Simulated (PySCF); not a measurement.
PbBr, SMILES [Br][Pb+] (connectivity only; charge and spin as stated), charge +1, multiplicity 1. The structure is a stationary point at B3LYP-D3(BJ)/def2-TZVP. The multiplicity is an assumed one; other spin states were not compared. The def2 effective core potentials stand for the cores of Pb; spin–orbit coupling is left out.

These are B3LYP-D3(BJ)/def2-TZVP in PySCF 2.14.0 values and carry that method's errors.

Harmonic wavenumbers (cm⁻¹): 253. Rotational constants (GHz): 1.389 (linear); symmetry number 1.

Problem. Work out the zero-point energy and the ideal-gas rigid-rotor harmonic-oscillator thermochemistry at 298.15 K and 1 atm.

Solution. ZPE = ½ Σ hcν = ½ × 253 cm⁻¹ = 0.36 kcal/mol. H − E(el) = 2.74 kcal/mol. Entropy in cal/(mol K): translation 42.86, rotation 18.69, vibration 1.71, total 63.26. G − E(el) = -16.12 kcal/mol. Cp = 8.71 cal/(mol K).
